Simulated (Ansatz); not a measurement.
Mulliken charges of CH₄BNSe, SMILES `BC(N)=[Se]` from PBE/def2-TZVPP in Ansatz (PBE0-D4/def2-TZVP geometry).

```tsv
atom	x (Å)	y (Å)	z (Å)	charge (e)
B1	-0.117	1.134	-0.616	-0.240
C2	-0.022	-0.295	-0.084	0.119
N3	0.255	-0.996	0.982	-0.197
Se4	-0.520	-0.789	-1.752	-0.111
H5	-1.119	1.755	-0.413	0.017
H6	0.883	1.675	-0.987	0.017
H7	0.213	-2.004	0.974	0.190
H8	0.519	-0.538	1.839	0.205
```

Question: By hand: the dipole of these point charges (1 e Å = 4.8032 D).

Answer: Σ q r = (0.176, -0.456, 0.677) e Å, of length 0.835 e Å = 4.01 D.

Question: How does the dipole of the full density compare? (An estimate is asked.)

Answer: Computed: (0.196, -0.497, 0.753) e Å, 4.43 D; the point charges give 0.91 times that, at 1° from its direction.

Point charges leave out the atoms' own dipoles, such as those of lone pairs, and Mulliken's split depends on the basis, so the close match here is no proof of good charges.
